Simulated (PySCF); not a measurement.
Cl2HSi, SMILES Cl[SiH]Cl (connectivity only; charge and spin as stated), charge +1, multiplicity 1.

Geometry: PBE-D3(BJ)/def2-TZVP. The multiplicity is an assumed one; other spin states were not compared. The isomer is the one that the SMILES or the coordinates give; other isomers of the formula were not compared.

Level of theory: PBE-D3(BJ)/def2-TZVP in PySCF 2.14.0.

Frequencies are harmonic and unscaled.

```
mode  ν (cm⁻¹)  IR (km/mol)  moving atoms (share of kinetic energy)
----  --------  -----------  --------------------------------------
1          195          9.9                        Cl 70 %, Si 29 %
2          489         10.4                         H 79 %, Si 18 %
3          565         36.3                        Cl 59 %, Si 39 %
4          699         37.3                H 43 %, Si 30 %, Cl 27 %
5          781        179.3                 H 54 %, Si 37 %, Cl 9 %
6         2253          3.9                                  H 96 %
```
